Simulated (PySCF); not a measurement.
## Radial density of Rh (rhodium, neutral)

UHF, [Kr] 4d8 5s1, high-spin 4F determinant. Computed with PySCF 2.14 in def2-TZVP with the def2 core potential (28 electrons), with a scalar-relativistic core potential. This is the valence pseudo-density: the core potential removes the inner electrons and smooths the orbitals near the nucleus.

```csv
r (bohr),4πr²ρ (e/bohr),4πr²(ρα − ρβ)
0.0359,1.002e-05,0.0000
0.0604,4.697e-05,0.0000
0.102,0.0003567,0.0000
0.171,0.004349,0.0006
0.288,0.08128,0.0103
0.484,2.039,0.1684
0.814,13.67,1.0758
1.37,10.08,1.3709
2.30,2.166,0.7062
3.87,0.3899,0.2766
6.51,0.03506,0.0342
11.0,0.0002289,0.0002
```

Energies and moments cover only the electrons outside the core potential.
